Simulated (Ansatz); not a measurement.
**A correction line for wB97M-V/def2-TZVPP: vertical ionisation energy**

The vertical ionisation energy (cation less neutral) in eV of 6 Ga-containing molecules: x at wB97M-V/def2-TZVPP, y at CCSD(T)/def2-TZVPP. Shapes, held fixed at every level: PBE0-D4/def2-TZVP. Programs: Ansatz 0.2.0.

| molecule | x (eV) | y (eV) |
| --- | --- | --- |
| GaBr (SMILES [Ga][Br]) | 9.60 | 9.53 |
| GaCl (SMILES [Cl][Ga]) | 9.90 | ? |
| GaH3(NH3) | 10.07 | 10.12 |
| GaH3(OH2) | 10.39 | 10.45 |
| GaH3(SH2) | 10.40 | 10.44 |
| GaF (SMILES [F][Ga]) | 10.53 | 10.38 |

Task: Fit y = c + s·x to the known rows and predict y for GaCl.

Result: 
1. Means of the 5 rows: x = 10.1980, y = 10.184.
2. Σ(Δx)² = 0.56188, Σ(Δx·Δy) = 0.56714, so the slope is 0.56714/0.56188 = 1.0094.
3. Intercept: 10.184 − (1.0094) × 10.1980 = -0.110. The largest residual of the fit is 0.14.
4. GaCl: -0.110 + 1.0094 × 9.90 = 9.88 eV.

CCSD(T)/def2-TZVPP gives 9.79 eV, so the prediction is off by +0.09 eV, within the largest residual. Uncorrected, wB97M-V/def2-TZVPP misses GaCl by +0.11 eV, and the other rows by 0.07 on average. The line removes about 15 % of this miss. Left out in turn, the other rows are missed by 0.16 eV on average, worse than no correction. Cations run unrestricted. Relativity is left out for Br, Ga. Outer-core shells of Br, Ga are correlated, in sets that cover them unevenly.
